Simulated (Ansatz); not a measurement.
# GeHF (SMILES [F][GeH]): the energy, rung by rung

GeHF has 3 atoms, charge 0, and is taken as a singlet. SMILES: `[F][GeH]`. The coordinates come from a PBE0-D4/def2-TZVP relaxation.

```tsv
atom	x (Å)	y (Å)	z (Å)
F	0.6721	1.0126	0.4697
Ge	-0.6579	0.1952	-0.3356
H	-0.0252	-1.2727	-0.1474
```

Each level gives the energy change with the F1–Ge2 bond stretched from 1.757 to 4.391 Å (eV). The values are calculated.

| level | kind | program | value (eV) | less FCI/STO-3G | CPU time (all runs) |
| --- | --- | --- | --- | --- | --- |
| HF/STO-3G (restricted) | Hartree–Fock | Ansatz | 10.24 | +6.06 | 0.33 s |
| BLYP/STO-3G (restricted) | GGA | Ansatz | 7.06 | +2.88 | 12 s |
| revPBE/STO-3G (restricted) | GGA | Ansatz | 6.91 | +2.73 | 13 s |
| r2SCAN0/STO-3G (restricted) | hybrid meta-GGA | Ansatz | 8.31 | +4.13 | 11 s |
| CAM-B3LYP/STO-3G (restricted) | range-separated hybrid | Ansatz | 8.92 | +4.74 | 8.1 s |
| HSE06/STO-3G (restricted) | range-separated hybrid | Ansatz | 8.08 | +3.90 | 10 s |
| MP2/STO-3G (restricted) | perturbation theory | Ansatz | 3.30 | -0.88 | 1.1 s |
| CCSD(T)/STO-3G (restricted) | coupled cluster or CI | Ansatz | 3.04 | -1.14 | 1.2 s |
| FCI/STO-3G | exact in the basis | Ansatz | 4.18 | 0.00 | 3 s |

FCI/STO-3G is exact within its basis and frozen core, so for wave-function methods in that basis the difference is their error; functionals converge differently with the basis, so for them it is only a difference. A spin-restricted reference rises too steeply as a bond breaks; here HF/STO-3G, BLYP/STO-3G, revPBE/STO-3G, r2SCAN0/STO-3G, CAM-B3LYP/STO-3G, HSE06/STO-3G lie well above the multireference or unrestricted value. All-electron rows without a relativistic Hamiltonian named are non-relativistic. The first shape isn't each level's own minimum. The values span 3.04 to 10.24 eV. All rows use very small basis sets, so none should be taken for the real molecule's value. In the correlated wave-function rows the outer d shell of Ge is correlated, in sets not made for it. Times are those of the runs behind each value, whatever else they computed, on shared processors of several kinds: orders of magnitude only.
